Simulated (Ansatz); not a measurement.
Two members of one family (Series [CuL2]+), computed with Ansatz in the gas phase. Names give formal oxidation states. A dash marks a value that wasn't run or was left out as unsound. The structures are stationary points that may keep the symmetry of their start.

First: [Cu(H2O)2]+ (singlet, charge 1, PBE0-D4/def2-TZVP geometry).

Cartesian coordinates in Å:
```
Cu 0.002 -0.001 0.001
O 0.961 0.132 -1.642
H 1.899 -0.059 -1.733
H 0.693 0.695 -2.377
O -0.952 -0.138 1.646
H -0.735 -0.764 2.344
H -1.868 0.135 1.761
```

```
              level  HOMO (eV)  LUMO (eV)  gap (eV)  vertical IE (eV)  vertical EA (eV)  vertical triplet (eV)
    PBE-D4/def2-SVP     -10.20      -6.43      3.76                 –                 –                      –
revPBE-D4/def2-TZVP     -10.61      -6.76      3.85                 –                 –                      –
r2SCAN-D4/def2-TZVP     -10.75      -6.39      4.36             15.23              4.18                   4.08
  PBE0-D4/def2-TZVP     -12.37      -5.75      6.61             15.23              4.10                   4.02
  LC-ωPBE/def2-TZVP     -15.21      -3.49     11.72                 –                 –                      –
```

Metal–donor distances: 2 × O 1.91 Å.

Second: [Cu(NH3)2]+ (singlet, charge 1, PBE0-D4/def2-TZVP geometry).

```xyz
9

Cu    0.0000    0.0001    0.0001
N     0.6357   -1.2317   -1.3343
H     1.5130   -1.6704   -1.0662
H     0.8004   -0.7775   -2.2296
H    -0.0256   -1.9851   -1.5087
N    -0.6357    1.2318    1.3345
H    -0.8577    0.7671    2.2115
H    -1.4805    1.7156    1.0407
H     0.0505    1.9500    1.5520
```

Estimate the same table for the second.


```csv
level,HOMO (eV),LUMO (eV),gap (eV),vertical IE (eV),vertical EA (eV),vertical triplet (eV)
PBE-D4/def2-SVP,-9.99,-5.48,4.50,–,–,–
revPBE-D4/def2-TZVP,-10.25,-5.69,4.56,–,–,–
r2SCAN-D4/def2-TZVP,-10.35,-5.26,5.10,14.40,3.43,4.77
PBE0-D4/def2-TZVP,-11.81,-4.81,7.00,14.32,3.39,4.69
LC-ωPBE/def2-TZVP,-14.64,-2.80,11.84,–,–,–
```

Metal–donor distances: 2 × N 1.92 Å.
